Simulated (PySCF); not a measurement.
A PySCF script (with the pyscf-properties extension) for the NMR shieldings of SMILES O[Si@](NCCN=C)(C)N, C4H13N3OSi, on a GFN2-xTB geometry:

```python
import basis_set_exchange as bse
import numpy as np
from pyscf import gto, dft
from pyscf.prop import nmr

atoms = """
C     2.678384    1.253520    1.361098
N     1.714584    0.810919    0.695822
C     1.913954   -0.191237   -0.303504
C     0.990797   -1.406470   -0.022335
N    -0.330189   -1.301812   -0.570245
Si   -1.504061   -0.145799   -0.015284
C    -1.813927    1.239226   -1.283091
N    -2.978247   -1.031963    0.126533
O    -0.989235    0.453420    1.411156
H     2.485286    1.992607    2.124580
H     3.719531    0.945596    1.216642
H     2.965802   -0.515074   -0.357867
H     1.624317    0.240431   -1.265240
H     1.476438   -2.301335   -0.422639
H     0.903158   -1.522140    1.060640
H    -0.353033   -1.527472   -1.551105
H    -2.145650    0.837687   -2.234305
H    -2.579257    1.923811   -0.933305
H    -0.914792    1.821720   -1.462486
H    -2.972766   -1.850249    0.713874
H    -3.816513   -0.501994    0.296279
H    -0.084993    0.795993    1.413931
"""
names = dict.fromkeys(["C", "N", "Si", "O", "H"], "pcSseg-1")
basis = {el: gto.basis.parse(bse.get_basis(n, elements=[el], fmt="nwchem")) for el, n in names.items()}
mol = gto.M(atom=atoms, basis=basis, charge=0, verbose=0)
mf = dft.RKS(mol, xc="PBE0")
mf.grids.level = 2
mf.grids.alignment = dft.numint.BLKSIZE   # the property module wants whole blocks of grid points
mf.conv_tol = 1e-9
mf.kernel()

calc = nmr.RKS(mf)   # GIAO
C = mf.mo_coeff
Co = C[:, mf.mo_occ > 0]
resp = mf.gen_response(singlet=True, hermi=2)
def vind(x):   # induced exchange potential for any number of trial vectors
    d = np.einsum("pi,xij,qj->xpq", C, 2 * x.reshape(-1, C.shape[1], Co.shape[1]), Co, optimize=True)
    return np.einsum("xpq,pi,qj->xij", resp(d - d.transpose(0, 2, 1)), C, Co, optimize=True).ravel()
mo1, _ = nmr.rhf.solve_mo1(calc, with_cphf=vind)
sigma = calc.kernel(mo1)
for i, s in enumerate(sigma):   # ppm
    print("%2d %-2s %9.2f" % (i, mol.atom_pure_symbol(i), np.trace(s) / 3))
```

Question: Give the expected output.

Answer: 
```
 0 C      30.59
 1 N    -128.58
 2 C     110.44
 3 C     137.17
 4 N     214.10
 5 Si    370.86
 6 C     185.31
 7 N     235.96
 8 O     267.41
 9 H      24.54
10 H      24.14
11 H      28.38
12 H      27.97
13 H      28.44
14 H      28.69
15 H      31.14
16 H      31.84
17 H      31.68
18 H      31.96
19 H      31.14
20 H      31.37
21 H      26.42
```

These numbers come from an equivalent density-fitted implementation of the same equations, which agrees with the script to about 0.01 ppm for H and up to a few tenths of a ppm for heavy atoms, so last digits may differ.

Question: Turn these shieldings into chemical shifts. Chemical shifts δ = σref − σ; 13C (σ = 186.93 ppm), 29Si (σ = 349.16 ppm), 1H (σ = 31.72 ppm) against TMS; 15N (σ = 267.73 ppm) against NH3; 17O (σ = 336.08 ppm) against H2O, all at this level.

Answer: Averaging equivalent atoms: C 0: 156.3; C 2: 76.5; C 3: 49.8; C 6: 1.6; N 1: 396.3; N 4: 53.6; N 7: 31.8; Si 5: -21.7; O 8: 68.7; H 10: 7.57; H 9: 7.18; H 21: 5.30; H 12: 3.74; H 11: 3.34; H 13: 3.28; H 14: 3.03; H 15: 0.58; H 19/20: 0.46; H 16/17/18: -0.11 ppm. Experimental scales use liquid or dissolved standards, which lie at an offset from isolated NH3 (liquid NH3: subtract about 20 ppm) and H2O (liquid H2O: subtract about 36 ppm). Unscaled 15N shifts of sp2 nitrogen come out 20 to 40 ppm too high even then.

Size and cost of the density-fitted run: 225 basis functions, 2.8 min wall time on 1 thread of an Intel Xeon, shared host; peak memory 1 GiB.
